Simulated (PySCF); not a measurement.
# TiHCl + N₂ → TiN₂ + HCl

Level: PBE0 in the def2-TZVP basis family, all electrons, no relativity, computed in PySCF with density fitting; open shells unrestricted.

| species | state and structure | E (Eh) | ZPE (kJ/mol) | H(298 K) − H(0) (kJ/mol) | S° (J/(mol K)) |
| --- | --- | --- | --- | --- | --- |
| TiHCl | triplet, Cs, Ti–Cl 2.233 Å, Ti–H 1.756 Å; Cl–Ti–H 130.2° | -1309.91739 | 14.1 | 11.7 | 272.0 |
| N₂ | singlet, D∞h, N–N 1.089 Å | -109.44629 | 14.9 | 8.7 | 191.4 |
| TiN₂ | triplet, C2v, N–N 1.202 Å, Ti–N 1.933 Å (×2); N–N–Ti 71.9° (×2), N–Ti–N 36.2° | -958.60427 | 16.5 | 11.0 | 264.1 |
| HCl | singlet, C∞v, H–Cl 1.279 Å | -460.66440 | 17.9 | 8.7 | 186.6 |

What is the electronic reaction energy?

At PBE0/def2-TZVP, ΔE = 249.4 kJ/mol from the differences of the total energies times 2625.5, uphill. 

Add zero-point, thermal and entropy terms for 298.15 K and 1 bar.

ΔZPE = 5.4 and Δ[H(298) − H(0)] = -0.7 kJ/mol give ΔH° = 254.1 kJ/mol. ΔS° = -12.7 J/(mol K), so ΔG° = 254.1 − 298.15 × (-0.0127) = 258 kJ/mol.

Open d or f shells are single determinants, so the state found may not be the ground state. Each species is the lowest minimum found with this bonding; other isomers or fragments can lie lower.
